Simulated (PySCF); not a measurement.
Species: C7H10O2.
Atom-mapped SMILES: `[CH3:1]/[CH:2]=[C:3]([CH3:4])/[CH:5]=[CH:6]\[C:7](=[O:8])[OH:9]` (hydrogens: H10, H11, H12 on C1; H13 on C2; H14, H15, H16 on C4; H17 on C5; H18 on C6; H19 on O9)

The same species was optimised twice, with GFN2-xTB and with PBE0-D3(BJ)/def2-SVP (PySCF), and the same property calculations (PySCF, gas phase) were run on both structures.

| coordinate | GFN2-xTB | PBE0-D3(BJ)/def2-SVP | change |
| --- | --- | --- | --- |
| C5=C6 (Å) | 1.338 | 1.352 | +0.014 |
| C2=C3 (Å) | 1.341 | 1.355 | +0.014 |
| C3–C5 (Å) | 1.452 | 1.460 | +0.008 |
| C7–O9 (Å) | 1.345 | 1.343 | -0.002 |
| C7=O8 (Å) | 1.206 | 1.208 | +0.002 |
| C1–C2 (Å) | 1.492 | 1.493 | +0.001 |
| C6–C7 (Å) | 1.474 | 1.473 | -0.001 |
| C3–C4 (Å) | 1.500 | 1.499 | -0.001 |
| C3–C5–C6 (°) | 128.8 | 134.8 | +6.0 |
| C5–C6–C7 (°) | 128.2 | 133.6 | +5.4 |
| C2–C3–C5 (°) | 118.7 | 115.8 | -2.9 |
| C4–C3–C5 (°) | 120.1 | 122.9 | +2.8 |
| C6–C7–O9 (°) | 113.4 | 116.0 | +2.6 |
| C6–C7–O8 (°) | 124.7 | 122.6 | -2.1 |
| C1–C2–C3 (°) | 124.5 | 126.2 | +1.7 |
| O8–C7–O9 (°) | 121.8 | 121.4 | -0.4 |
| C2–C3–C5–C6 (°) | -160 | -173 | -13 |
| C5–C6–C7–O8 (°) | -135 | -159 | -24 |

Rotational constants: A = 3824, B = 860.8, C = 781.8 MHz (GFN2-xTB) against A = 4375, B = 775.6, C = 681.0 MHz (PBE0-D3(BJ)/def2-SVP). Point groups within 0.08 Å: C1 and C1.

On the GFN2-xTB structure: HOMO (eV) -6.67 [PBE0/pcSseg-1]; LUMO (eV) -1.44 [PBE0/pcSseg-1]; dipole (D) 2.99 [PBE0/pcSseg-1]; GIAO shielding of C1 (ppm) 170.1 [PBE0/pcSseg-1]; GIAO shielding of C2 (ppm) 44.4 [PBE0/pcSseg-1]; GIAO shielding of C3 (ppm) 41.9 [PBE0/pcSseg-1]; GIAO shielding of C4 (ppm) 168.1 [PBE0/pcSseg-1]; GIAO shielding of C5 (ppm) 34.9 [PBE0/pcSseg-1]; GIAO shielding of C6 (ppm) 65.2 [PBE0/pcSseg-1]; GIAO shielding of C7 (ppm) 13.0 [PBE0/pcSseg-1]; GIAO shielding of O8 (ppm) -116.7 [PBE0/pcSseg-1].

**Question.** What do these properties become on the PBE0-D3(BJ)/def2-SVP structure?

**Answer.** 
```
                                    property          level  on GFN2-xTB  on PBE0-D3(BJ)/def2-SVP  change
                                   HOMO (eV)  PBE0/pcSseg-1        -6.67                    -6.75   -0.08
                                   LUMO (eV)  PBE0/pcSseg-1        -1.44                    -1.69   -0.25
                                  dipole (D)  PBE0/pcSseg-1         2.99                     3.52   +0.53
energy, GFN2-xTB geometry as zero (kcal/mol)  PBE0/pcSseg-1          0.0                     -1.6    -1.6
                  GIAO shielding of C1 (ppm)  PBE0/pcSseg-1        170.1                    168.3    -1.8
                  GIAO shielding of C2 (ppm)  PBE0/pcSseg-1         44.4                     34.8    -9.6
                  GIAO shielding of C3 (ppm)  PBE0/pcSseg-1         41.9                     39.0    -2.9
                  GIAO shielding of C4 (ppm)  PBE0/pcSseg-1        168.1                    166.8    -1.3
                  GIAO shielding of C5 (ppm)  PBE0/pcSseg-1         34.9                     29.5    -5.4
                  GIAO shielding of C6 (ppm)  PBE0/pcSseg-1         65.2                     65.1    -0.1
                  GIAO shielding of C7 (ppm)  PBE0/pcSseg-1         13.0                     16.6    +3.6
                  GIAO shielding of O8 (ppm)  PBE0/pcSseg-1       -116.7                   -110.2    +6.5
```

The heavy atoms differ by 0.347 Å rms after alignment. Among the bonds compared C2=C3 and C5=C6 change most and about equally (+0.014 Å). Changes are differences of the printed values. Neither structure is proved a minimum here.

Shape of the structure used: `[CH3:1]/[CH:2]=[C:3]([CH3:4])/[CH:5]=[CH:6]\[C:7](=[O:8])[OH:9]`: C2–C3–C5–C6 -173°, C5–C6–C7–O8 -159°, H–O9–C7–C6 179°.
